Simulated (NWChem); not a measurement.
System meant: SiNH$_{5}$Te; SMILES N[Te][SiH3]

Input file for NWChem:

```
start job
memory heap 200 mb stack 900 mb global 1100 mb
geometry units angstroms noautoz
  Te    -0.337779     0.506231    -0.014412
  N      1.618760     1.169736     0.003907
  H      2.108802     0.808991    -0.814063
  H      2.091966     0.813191     0.833544
  Si     0.131159    -1.960039    -0.004476
  H      0.902110    -2.352227     1.215259
  H      0.931015    -2.355522    -1.204366
  H     -1.180887    -2.676064    -0.019069
end
basis spherical
  Te library def2-svp
  N library def2-svp
  H library def2-svp
  Si library def2-svp
end
ecp
  Te library def2-ecp
end
dft
  odft
  mult 2
  xc xpbe96 cpbe96
  iterations 150
  mulliken
end
task dft energy
```

End of the output:

```
 ==============================================================================
                                 internuclear angles
 ------------------------------------------------------------------------------
        center 1       |       center 2       |       center 3       |  degrees
 ------------------------------------------------------------------------------
    2 N                |   1 Te               |   5 Si               |    97.96
    1 Te               |   2 N                |   3 H                |   109.54
    1 Te               |   2 N                |   4 H                |   109.54
    3 H                |   2 N                |   4 H                |   107.82
    1 Te               |   5 Si               |   6 H                |   110.93
    1 Te               |   5 Si               |   7 H                |   110.89
    1 Te               |   5 Si               |   8 H                |   107.85
    6 H                |   5 Si               |   7 H                |   108.02
    6 H                |   5 Si               |   8 H                |   109.57
    7 H                |   5 Si               |   8 H                |   109.57
 ------------------------------------------------------------------------------
                            number of included internuclear angles:         10
 ==============================================================================

 Summary of "ao basis" -> "" (spherical)
 ------------------------------------------------------------------------------
       Tag                 Description            Shells   Functions and Types
 ---------------- ------------------------------  ------  ---------------------
 Te                         def2-svp                10       26   4s4p2d
 N                          def2-svp                 6       14   3s2p1d
 H                          def2-svp                 3        5   2s1p
 Si                         def2-svp                 8       18   4s3p1d

 Summary of "ao basis" -> "ao basis" (spherical)
 ------------------------------------------------------------------------------
       Tag                 Description            Shells   Functions and Types
 ---------------- ------------------------------  ------  ---------------------
 Te                         def2-svp                10       26   4s4p2d
 N                          def2-svp                 6       14   3s2p1d
 H                          def2-svp                 3        5   2s1p
 Si                         def2-svp                 8       18   4s3p1d

  number of electrons :                   50
  multiplicity        :                    2
 ------------------------------------------------------------------------
  no. of electrons and multiplicity not compatible                  50
 ------------------------------------------------------------------------
 ------------------------------------------------------------------------
  current input line :
    29: task dft energy
 ------------------------------------------------------------------------
 ------------------------------------------------------------------------
 There is an error in the input file
 ------------------------------------------------------------------------
 For more information see the NWChem manual at https://nwchemgit.github.io

0: no. of electrons and multiplicity not compatible:Received an Error in Communication
```

**Question.** What is wrong, and how is it mended?

**Answer.** The program refused the input. Cause: the multiplicity doesn't fit the number of electrons (an even count wants an odd multiplicity, and the reverse). This input runs:
```
start job
memory heap 200 mb stack 900 mb global 1100 mb
geometry units angstroms noautoz
  Te    -0.337779     0.506231    -0.014412
  N      1.618760     1.169736     0.003907
  H      2.108802     0.808991    -0.814063
  H      2.091966     0.813191     0.833544
  Si     0.131159    -1.960039    -0.004476
  H      0.902110    -2.352227     1.215259
  H      0.931015    -2.355522    -1.204366
  H     -1.180887    -2.676064    -0.019069
end
basis spherical
  Te library def2-svp
  N library def2-svp
  H library def2-svp
  Si library def2-svp
end
ecp
  Te library def2-ecp
end
dft
  xc xpbe96 cpbe96
  iterations 150
  mulliken
end
task dft energy
```
It converges to -614.89017 Ha (PBE/def2-SVP with def2 effective core potentials on Te).
